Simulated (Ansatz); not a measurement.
CH5NOSi. The species carries charge 0 and has multiplicity 1. The bonds changed during the relaxation, so this is another structure than the one it started from.

Z-matrix (Å, degrees):
```
C
O 1 1.405
H 1 1.096 2 111.5
H 1 1.092 2 108.6 3 119.2
H 1 1.096 2 111.4 3 -121.6
Si 2 1.652 1 130.3 3 60.7
N 6 1.717 2 102.4 1 0.0
H 7 1.008 6 120.1 2 -179.9
H 7 1.009 6 128.2 2 0.0
```

(1) What are the harmonic wavenumbers in cm⁻¹ at PBE0-D4/def2-TZVP (Ansatz, finite differences of forces, unscaled)? (Best estimate.)

(2) Is this a minimum?

(3) Give the ideal-gas thermochemistry at 298.15 K and 1 bar (rigid rotor, harmonic oscillator; point group Cs, symmetry number 1).

(4) And at 400, 500, 600, 800 and 1000 K?

Results:

(1) Ansatz gave: 108, 177, 195, 370, 462, 497, 703, 783, 838, 1139, 1174, 1202, 1472, 1494, 1499, 1575, 3015, 3077, 3117, 3577, 3683.

(2) Yes, all 21 modes are real.

(3) Zero-point energy 180.4 kJ/mol; H(298) − E = 198.3 kJ/mol; entropy 314.1 J/(mol·K), of which translation 162.7, rotation 104.4, vibration 47.0; G(298) − E = 104.6 kJ/mol.

(4) 
| T (K) | H − E (kJ/mol) | S (J/mol/K) | G − E (kJ/mol) |
| --- | --- | --- | --- |
| 400 | 208.0 | 341.9 | 71.2 |
| 500 | 218.9 | 366.2 | 35.8 |
| 600 | 231.0 | 388.2 | -2.0 |
| 800 | 258.0 | 427.0 | -83.6 |
| 1000 | 287.9 | 460.3 | -172.4 |
